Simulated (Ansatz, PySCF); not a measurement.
Species: sum formula HSF₂, charge 1, multiplicity 1. It need not be the lowest isomer of its formula. SMILES: [SH+](F)F
Geometry: optimised at B3LYP-D3(BJ)/def2-TZVP (Ansatz, an electronic-structure program).

Quantity: vertical triplet-singlet gap (E(triplet) - E(singlet); each state is the SCF solution reached for its spin), in kcal/mol. Cores are frozen in the correlated levels unless marked. Open shells are spin-unrestricted. No spin-orbit coupling. Non-relativistic. CBS marks a two-point X^-3 extrapolation of the correlation energy; Hartree-Fock from the larger set. The bracket is a focal-point correction in the basis named.

```json
[
 {"level": "HF/aug-cc-pV(T+d)Z", "program": "Ansatz", "vertical triplet-singlet gap (kcal/mol)": "127.6"},
 {"level": "HF/aug-cc-pV(Q+d)Z", "program": "Ansatz", "vertical triplet-singlet gap (kcal/mol)": "127.5"},
 {"level": "SVWN5/def2-TZVPD", "program": "Ansatz", "vertical triplet-singlet gap (kcal/mol)": "121.9"},
 {"level": "PBE/def2-TZVPD", "program": "Ansatz", "vertical triplet-singlet gap (kcal/mol)": "120.1"},
 {"level": "r2SCAN/def2-TZVPD", "program": "Ansatz", "vertical triplet-singlet gap (kcal/mol)": "120.1"},
 {"level": "B3LYP/def2-TZVPD", "program": "Ansatz", "vertical triplet-singlet gap (kcal/mol)": "126.4"},
 {"level": "PBE0/def2-TZVPD", "program": "Ansatz", "vertical triplet-singlet gap (kcal/mol)": "124.6"},
 {"level": "BHLYP/def2-TZVPD", "program": "Ansatz", "vertical triplet-singlet gap (kcal/mol)": "130.8"},
 {"level": "M06-2X/def2-TZVPD", "program": "PySCF", "vertical triplet-singlet gap (kcal/mol)": "133.8"},
 {"level": "wB97X-V/def2-TZVPD", "program": "Ansatz", "vertical triplet-singlet gap (kcal/mol)": "130.0"},
 {"level": "B2PLYP/def2-TZVPD", "program": "Ansatz", "vertical triplet-singlet gap (kcal/mol)": "128.8"},
 {"level": "MP2/aug-cc-pV(D+d)Z", "program": "Ansatz", "vertical triplet-singlet gap (kcal/mol)": "133.8"},
 {"level": "MP2/aug-cc-pV(T+d)Z", "program": "Ansatz", "vertical triplet-singlet gap (kcal/mol)": "133.8"},
 {"level": "RI-MP2/aug-cc-pV(T+d)Z", "program": "Ansatz", "vertical triplet-singlet gap (kcal/mol)": "133.7"},
 {"level": "RI-MP2/aug-cc-pV(Q+d)Z", "program": "Ansatz", "vertical triplet-singlet gap (kcal/mol)": "134.3"},
 {"level": "SCS-MP2/aug-cc-pV(D+d)Z", "program": "Ansatz", "vertical triplet-singlet gap (kcal/mol)": "137.6"},
 {"level": "CCSD/aug-cc-pV(D+d)Z", "program": "Ansatz", "vertical triplet-singlet gap (kcal/mol)": "134.5"},
 {"level": "CCSD/aug-cc-pV(T+d)Z", "program": "Ansatz", "vertical triplet-singlet gap (kcal/mol)": "134.1"},
 {"level": "CCSD(T)/aug-cc-pV(D+d)Z", "program": "Ansatz", "vertical triplet-singlet gap (kcal/mol)": "133.2"},
 {"level": "CCSD(T)/aug-cc-pV(T+d)Z", "program": "Ansatz", "vertical triplet-singlet gap (kcal/mol)": "132.7"},
 {"level": "RI-MP2/CBS(aug-cc-pV(T+d)Z,aug-cc-pV(Q+d)Z)+[CCSD(T)-MP2]/aug-cc-pV(T+d)Z", "program": "Ansatz", "vertical triplet-singlet gap (kcal/mol)": "133.6"}
]
```
